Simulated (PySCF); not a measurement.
Species: W(NEt)Cl4, C2H5Cl4NW (singlet state).
Bonds: W1–N2, W1–Cl10, W1–Cl11, W1–Cl12, W1–Cl13, N2–C3, C3–C4. Hydrogens: H5, H6 on C3; H7, H8, H9 on C4.

The calculation used PBE0-D3(BJ)/def2-SVP geometry optimisation, gas phase, def2 core potentials past Kr in PySCF.

List the bond lengths and angles at this level.

```tsv
bond	length (pm)
W1–N2	169.8
W1–Cl10 and 3 like bonds	231.7
N2–C3	141.9
C3–C4	152.1
C3–H5, C3–H6	110.4
C4–H7, C4–H8, C4–H9	109.9
```

Bonds in one row agree within 1 pm and their mean is given. A selection of angles:
```tsv
angle	degrees
N2–W1–Cl10	103.3
N2–W1–Cl13	102.0
Cl10–W1–Cl11	87.0
Cl10–W1–Cl12	154.0
Cl11–W1–Cl13	155.1
W1–N2–C3	176.4
N2–C3–C4	111.6
```

W1 (tungsten bonded to 4 Cl and N) is square pyramidal (τ5 = (β − α)/60° = 0.02 from the two widest angles, 155.1° and 154.0° (0 for a square pyramid, 1 for a trigonal bipyramid)). All 4 Cl–W bonds measure 2.314 to 2.318 Å.

Point group: near Cs, missed by 0.14 Å at most; the miss may be what the optimiser left on a soft mode. No frequency check.

On one thread of an AMD EPYC 9R45, no GPU, on a shared host, this took 2.3 min wall and 0.77 GiB of memory at its peak. This is the geometry optimisation.
